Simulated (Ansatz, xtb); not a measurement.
**A geometry optimisation of AlH4InSi with r2SCAN-D4/def2-SVP**

The starting geometry of this gas-phase singlet was built from a drawn formula by distance geometry and a force field; its bonds are those of `[AlH2][SiH2][In]`.

```yaml
atoms:
  - { symbol: Al, position_ang: [-0.6855, -0.5880, -1.9234] }
  - { symbol: In, position_ang: [0.9871, 1.6093, 0.6558] }
  - { symbol: Si, position_ang: [-1.0863, 0.7811, -0.0886] }
  - { symbol: H, position_ang: [0.2111, -0.0405, -3.1018] }
  - { symbol: H, position_ang: [-1.8508, -1.5046, -2.4473] }
  - { symbol: H, position_ang: [-1.7093, 0.0375, 0.9648] }
  - { symbol: H, position_ang: [-1.9795, 1.8910, -0.4874] }
```

Where would you expect an optimisation with r2SCAN-D4/def2-SVP to take it?

It keeps its bonds, and is `[AlH2][SiH2][In]`. Distances that change by over a tenth: In2–Si3 (2.35 → 2.77 Å).

The energy falls by 1.20 eV over 14 steps:

| step | E − E(last) (eV) |
| --- | --- |
| 1 | 1.201 |
| 2 | 0.392 |
| 4 | 0.099 |
| 5 | 0.084 |
| 7 | 0.044 |
| 8 | 0.021 |
| 10 | 0.003 |
| 11 | 0.001 |
| 13 | 0.000 |
| 14 | 0.000 |

Final geometry (Å):

```csv
atom,x (Å),y (Å),z (Å)
Al,-0.9615,-0.5196,-2.1891
In,1.1662,1.3798,1.3505
Si,-1.0615,0.8332,-0.1994
H,-0.5684,0.1288,-3.5942
H,-1.0819,-2.1091,-2.0998
H,-2.0248,0.2552,0.8096
H,-1.5812,2.2175,-0.5054
```

From the same start GFN2-xTB ends elsewhere, differing in Si3–H7 (2.54 against 1.51 Å here).

The end wasn't checked by frequencies. Atoms past krypton carry core potentials, without spin–orbit terms. Run with Ansatz 0.2.0, 28 s on 1 thread of Intel(R) Xeon(R) 6975P-C (Granite Rapids), on a shared host.
